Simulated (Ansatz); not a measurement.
One change: `[F][GeH2][Br]` becomes `[CH3][GeH2][Br]`.

Ansatz, PBE0-D4/def2-TZVP geometries, multiplicity 1. 

Scalar relativity is left out up to krypton.

| property | `[F][GeH2][Br]` |
| --- | --- |
| LUMO energy (ωB97M-V/def2-TZVPP) / eV | 1.26 |
| HOMO energy (PBE/def2-TZVPP) / eV | -7.36 |
| zero-point energy (PBE0-D4/def2-TZVP) / kJ/mol | 50.4 |
| HOMO energy (PBE0/def2-TZVPP) / eV | -8.67 |
| HOMO–LUMO gap (B3LYP/def2-TZVPP) / eV | 7.42 |
| HOMO–LUMO gap (PBE0/def2-TZVPP) / eV | 8.00 |

Question: What does the change do to each property? (An estimate is asked.)

Answer: Computed: 
```json
{"property": "LUMO energy (ωB97M-V/def2-TZVPP) / eV", "`[CH3][GeH2][Br]`": "1.65", "shift": "0.39"}
{"property": "HOMO energy (PBE/def2-TZVPP) / eV", "`[CH3][GeH2][Br]`": "-6.78", "shift": "0.58"}
{"property": "zero-point energy (PBE0-D4/def2-TZVP) / kJ/mol", "`[CH3][GeH2][Br]`": "140.1", "shift": "89.7"}
{"property": "HOMO energy (PBE0/def2-TZVPP) / eV", "`[CH3][GeH2][Br]`": "-8.05", "shift": "0.62"}
{"property": "HOMO–LUMO gap (B3LYP/def2-TZVPP) / eV", "`[CH3][GeH2][Br]`": "7.28", "shift": "-0.14"}
{"property": "HOMO–LUMO gap (PBE0/def2-TZVPP) / eV", "`[CH3][GeH2][Br]`": "7.81", "shift": "-0.19"}
```

With PBE0 the HOMO rises by 0.62 eV and the LUMO rises by 0.43 eV, so the gap narrows by about 0.19 eV. PBE moves the HOMO by 0.58 eV and ωB97M-V by 0.62 eV. The zero-point energy changes by 89.7 kJ/mol with +9 modes.

B3LYP here is the variant with VWN-RPA as its local correlation; programs differ in this.

Spin–orbit coupling is left out; it splits and shifts lone-pair levels of the heavy atoms by tenths of an eV.
